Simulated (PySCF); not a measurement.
## Radial density of I+ (iodine, charge +1)

TPSS, [Kr] 4d10 5s2 5p4, high-spin 3P determinant. Calculation: PySCF 2.14, in Sapporo-DKH3-DZP-2012 (7s6p4d1f, 52 functions); scalar relativity by spin-free X2C-1e.

```
r (bohr)  4πr²ρ (e/bohr)  4πr²(ρα − ρβ)
  0.0298           61.81         0.0210
  0.0501           66.76         0.0455
  0.0844           89.07         0.0254
   0.142           64.84         0.0057
   0.239           74.82         0.0941
   0.401           34.34         0.0163
   0.675           28.28         0.2082
    1.14           12.15         0.1198
    1.91           4.180         1.1523
    3.21           1.009         0.4039
    5.40         0.02395         0.0080
    9.09       2.744e-05         0.0000
```

Densities and radii are taken from the X2C orbitals without a picture-change correction, which distorts them close to the nucleus.
